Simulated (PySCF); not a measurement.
Nuclear quadrupole coupling in `CCBOC`

Compound: C₃H₉BO.
Z-matrix (Å and degrees, PBE0-D3(BJ)/def2-SVP geometry), rows numbered from 1:
```
C 
C   1  1.5236
B   2  1.5763  1  115.43
O   3  1.3510  2  123.11  1   179.69
C   4  1.4051  3  123.00  2    -0.11
H   1  1.1013  2  111.24  3    61.84
H   1  1.1014  2  111.30  3   -57.03
H   1  1.1011  2  112.43  3  -177.66
H   2  1.1080  1  110.46  3  -122.96
H   2  1.1081  1  110.51  3   122.93
H   3  1.2149  2  122.56  1    -0.21
H   5  1.0991  4  108.33  3   178.01
H   5  1.1026  4  111.73  3    58.55
H   5  1.1027  4  111.55  3   -62.70
```

Field gradients from the PBE0/pcSseg-1 density (PySCF, non-relativistic), principal values in atomic units, ordered |Vxx| ≤ |Vyy| ≤ |Vzz|:

| atom | Vxx | Vyy | Vzz |
| --- | --- | --- | --- |
| B3 | -0.1579 | -0.2942 | 0.4520 |
| O4 | -0.5909 | -0.9488 | 1.5397 |

Q: Find the asymmetry η = (Vxx − Vyy)/Vzz and the couplings χ = eQV/h (234.96 MHz × Q in barn × V in au), with Q(11B) = 0.04059 b, Q(17O) = −0.0256 b.

A: 
```json
{"atom": "B3", "environment": "three-coordinate boron", "nucleus": "11B", "η": "0.30", "χzz (MHz)": "4.311", "χxx (MHz)": "-1.506", "χyy (MHz)": "-2.805"}
{"atom": "O4", "environment": "boron-bound oxygen", "nucleus": "17O", "η": "0.23", "χzz (MHz)": "-9.26", "χxx (MHz)": "3.55", "χyy (MHz)": "5.71"}
```

Q: What is Vzz at B3 in SI units (1 au = 9.71736 × 10²¹ V/m²)?

A: 0.4520 au = 4.392 × 10²¹ V/m².

Q: What couplings would deuterons (Q(2H) = 0.00286 b) have in place of the hydrogens, at this geometry?

A: 
| atom | bonded to | bond length (Å) | Vzz (au) | η | χzz (kHz) |
| --- | --- | --- | --- | --- | --- |
| H6 | C1 | 1.101 | 0.2913 | 0.03 | 196 |
| H7 | C1 | 1.101 | 0.2910 | 0.03 | 196 |
| H8 | C1 | 1.101 | 0.2924 | 0.02 | 197 |
| H9 | C2 | 1.108 | 0.2853 | 0.05 | 192 |
| H10 | C2 | 1.108 | 0.2851 | 0.05 | 192 |
| H11 | B3 | 1.215 | 0.1950 | 0.04 | 131 |
| H12 | C5 | 1.099 | 0.2865 | 0.07 | 193 |
| H13 | C5 | 1.103 | 0.2795 | 0.09 | 188 |
| H14 | C5 | 1.103 | 0.2794 | 0.09 | 188 |

Isolated species at its PBE0-D3(BJ)/def2-SVP geometry (one conformer only). The small basis limits the accuracy of the gradients.
